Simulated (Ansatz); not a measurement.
Two isomers of H6N3NbO: A = `[NH2][Nb]([NH2])([NH2])=[O]`, B = `[NH]=[Nb]([NH2])([NH2])[OH]`.

Computed with Ansatz on PBE0-D4/def2-TZVP structures; ΔE is electronic, products minus reactants. CCSD(T)/CBS adds triple-zeta CCSD(T) − MP2 to the extrapolated MP2 energy (def2 sets, frozen cores). Functionals use def2-TZVPP. B3LYP here is the variant with VWN-RPA as its local correlation; programs differ in this. Elements past krypton have def2 core potentials. For Nb outer-core shells are correlated without core-valence functions, which leaves a few kJ/mol of doubt a bond. One conformer a species, not always the lowest.

A:

Z-matrix (Å, degrees):
```
Nb
N 1 1.986
N 1 1.986 2 110.2
N 1 1.986 2 110.2 3 122.0
O 1 1.696 2 108.7 3 -119.0
H 2 1.009 1 126.4 3 -48.2
H 2 1.009 1 123.7 3 125.2
H 3 1.010 1 126.4 2 73.7
H 3 1.009 1 123.7 2 -112.9
H 4 1.009 1 123.7 2 125.2
H 4 1.010 1 126.4 2 -48.2
```

B:

```xyz
11

N    -1.263   -1.228    0.450
Nb    0.100   -0.206    0.057
N     0.007    1.315    1.327
N    -0.182    0.356   -1.825
O     1.808   -1.058    0.213
H    -1.971   -1.902    0.697
H    -0.727    1.480    1.998
H     0.672    2.077    1.349
H    -0.990    0.145   -2.389
H     0.449    0.955   -2.338
H     2.097   -1.934    0.462
```

(1) Which isomer does CCSD(T)/CBS put lower? Give the gap. (Best estimate.)

(2) Give E(B) − E(A) in kcal/mol with ωB97M-V, HF/def2-TZVPP, CCSD(T)/def2-SVP, B3LYP-D4, r2SCAN-D4, B2PLYP, PBE-D4. (An estimate is asked.)

(3) Does the order hold for the free energy at 298.15 K (harmonic terms from PBE0-D4)? (Estimate.)

Largest T1 diagnostic: 0.022.

Answers

(1) Computed: A, by 12.0 kcal/mol.

(2) Ansatz gave: ωB97M-V 13.3, HF/def2-TZVPP 11.5, CCSD(T)/def2-SVP 12.8, B3LYP-D4 13.7, r2SCAN-D4 14.8, B2PLYP 14.6, PBE-D4 14.9. None reverses the order clearly.

(3) Ansatz gave: Yes: G(B) − G(A) = +10.9 kcal/mol, for one conformer each.

At CCSD(T), def2-SVP lies +0.7 kcal/mol from the extrapolated value and def2-TZVPP +1.1 kcal/mol. Leaving LDA and LC-ωPBE aside and taking each functional with its dispersion term where it has one, the values, not all of them listed here, spread over 2.8 kcal/mol, from BHLYP-D4 to revPBE-D4. LDA lies −1.6 kcal/mol from PBE without D4.
